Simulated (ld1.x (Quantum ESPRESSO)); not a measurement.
## carbon (C), PAW: configuration errors across variants

ld1.x (Quantum ESPRESSO) 7.5 input, shortened:

```
&input
   title='C', zed=6., rel=1, dft='PBE', iswitch=3,
   config='[He] 2s2 2p0 3d-2'
 /
 &inputp
   pseudotype=3, lpaw=.true., tm=.true., lloc=-1, rcloc=0.70,
   nlcc=.true., new_core_ps=.true., rcore=0.55,
   which_augfun='PSQ', rmatch_augfun_nc=.true.
 /
5
2S  1  0   2.00   0.00  0.65  0.85  0.0
2S  1  0   0.00  -0.80  0.65  0.85  0.0
2P  2  1   0.00   0.00  1.20  1.30  0.0
2P  2  1   0.00  -0.80  1.20  1.30  0.0
3D  3  2  -2.00  -0.15  0.95  1.20  0.0
 &test
   configts(1)='2s2 2p0'
 /
```

All-electron excitation energies from the reference (eV): (1) 2s2 2p1 -24.156; (2) 2s1 2p0 48.194; (3) 2s1 2p3 -26.540; (4) 2s2 2p1.5 -31.054; (5) 2s1 2p2 -15.402; (6) 2s0 2p4 -18.043.

The overlap operator is not positive definite (basis up to 400 Ry) in “base”, “wave 3d channel at -0.15 Ry: rcut 0.95, rcutus 1.20 bohr becomes 3d channel at -0.15 Ry: rcut 0.95, rcutus 1.58 bohr”, “wave 2p channel at -0.8 Ry: rcut 1.20, rcutus 1.30 bohr becomes 2p channel at -1.49 Ry: rcut 1.20, rcutus 1.30 bohr”, “waves 2s (bound): rcut 0.65, rcutus 1.08 bohr; 2s channel at -0.8 Ry: rcut 0.65, rcutus 1.08 bohr”, “augmentation GAUSS, radius 0.45 bohr”, “waves 2p (bound): rcut 0.96, rcutus 1.02 bohr; 2p channel at -0.8 Ry: rcut 0.96, rcutus 1.02 bohr”, “core correction Bessel-smoothed model core inside 0.36 bohr”. Such files are unfit for use, however small their errors in these radial tests.

Tests that are not counted but printed errors over 1 eV. “base”: 2s2 2p2 (solver errors, printed error -138 eV). “wave 3d channel at -0.15 Ry: rcut 0.95, rcutus 1.20 bohr becomes 3d channel at -0.15 Ry: rcut 0.95, rcutus 1.58 bohr”: 2s2 2p2 (solver errors, printed error -138 eV). “augmentation GAUSS, radius 0.45 bohr”: 2s2 2p2 (solver errors, printed error -116 eV). “waves 2p (bound): rcut 0.96, rcutus 1.02 bohr; 2p channel at -0.8 Ry: rcut 0.96, rcutus 1.02 bohr”: 2s2 2p2 (solver errors, printed error -138 eV).

2 further variants failed, have other tests or another functional or relativity, and are left out.

A true bound ghost makes a file unfit for plane-wave use even where its test errors are small: the radial tests pick states by their node count and pass the ghost by. Where a test does run into it, the solver fails or the error is huge.

Errors AE − PS in meV (a dash: test not solved or not reliable):

```csv
change,(1),(2),(3),(4),(5),(6),bound ghosts
base,-1.8,-6.1,-3.1,-2.8,-2.4,-2.5,"s (d not tested, overlap not positive)"
"wave 3d channel at -0.15 Ry: rcut 0.95, rcutus 1.20 bohr becomes 3d channel at -0.15 Ry: rcut 0.95, rcutus 1.58 bohr",-1.8,-6.1,-3.1,-2.8,-2.4,-2.5,"s (d not tested, overlap not positive)"
"wave 2p channel at -0.8 Ry: rcut 1.20, rcutus 1.30 bohr becomes 2p channel at -1.49 Ry: rcut 1.20, rcutus 1.30 bohr",–,–,–,–,–,–,"s (d not tested, overlap not positive)"
"waves 2s (bound): rcut 0.65, rcutus 1.08 bohr; 2s channel at -0.8 Ry: rcut 0.65, rcutus 1.08 bohr",-0.8,-5.4,-2.1,-1.4,-1.6,-2.6,not determined (overlap not positive)
"augmentation GAUSS, radius 0.45 bohr",-3.4,-5.9,-5.5,-5.3,-4.6,+0.9,"s (d not tested, overlap not positive)"
local potential all-electron potential smoothed inside 0.80 bohr (lloc = -1),+5.2,-13,+3.3,+6.4,+3.4,-1.7,s
"waves 2p (bound): rcut 0.96, rcutus 1.02 bohr; 2p channel at -0.8 Ry: rcut 0.96, rcutus 1.02 bohr",-1.5,-6.1,-1.9,-2.4,-1.5,-0.5,"s (d not tested, overlap not positive)"
core correction Bessel-smoothed model core inside 0.36 bohr,–,–,–,–,–,–,"s (d not tested, overlap not positive)"
```

Task: Give the same row for: local potential all-electron potential smoothed inside 1.25 bohr (lloc = -1).

Result: -1.2, -6.0, -2.1, -1.9, -1.6, -2.5; bound ghosts: s. Not counted: 2s2 2p2 (solver errors, printed error -116 eV).
